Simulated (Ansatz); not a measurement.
`CCN` + HI → `CI` + CH₃NH₂  (substitution at a C–C bond)

Gas-phase electronic energies from Ansatz, PBE0-D4/def2-TZVP geometries. CCSD(T)/CBS is the MP2 limit (def2-TZVPP, def2-QZVPP) plus CCSD(T) − MP2 in def2-TZVPP, frozen cores. DFT in def2-TZVPP. def2 core potentials past Kr. For I outer-core shells are correlated without core-valence functions, which leaves a few kJ/mol of doubt a bond. Each species was taken in one conformer, which may not be the lowest.

(1) Is it downhill or uphill in electronic energy at CCSD(T)/CBS, and by how much? (Best estimate.)

(2) What do these levels give: r2SCAN-D4, B2PLYP, BLYP, r2SCAN0, LC-ωPBE, HF/def2-QZVPP? (Best estimate.)

(3) What do rigid-rotor, harmonic-oscillator terms from PBE0-D4/def2-TZVP frequencies (298.15 K, 1 bar) make of the CCSD(T)/CBS value? (An estimate is asked.)

Largest T1 diagnostic among the species: 0.008.

## Answers

(1) The calculation gave: Uphill: ΔE = +0.09 eV.

(2) The calculation gave: r2SCAN-D4 0.13, B2PLYP 0.10, BLYP 0.05, r2SCAN0 0.14, LC-ωPBE 0.17, HF/def2-QZVPP 0.11 eV.

(3) Ansatz gave: ΔZPE = +0.07 eV, ΔH = +0.15 eV, ΔS = 16 J/(mol·K), ΔG = +0.10 eV.

At CCSD(T), def2-SVP lies +0.24 eV from the extrapolated value and def2-TZVPP +0.05 eV. From BLYP to BHLYP (50 % exact exchange), in def2-TZVPP and without D4, ΔE moves by +0.07 eV.
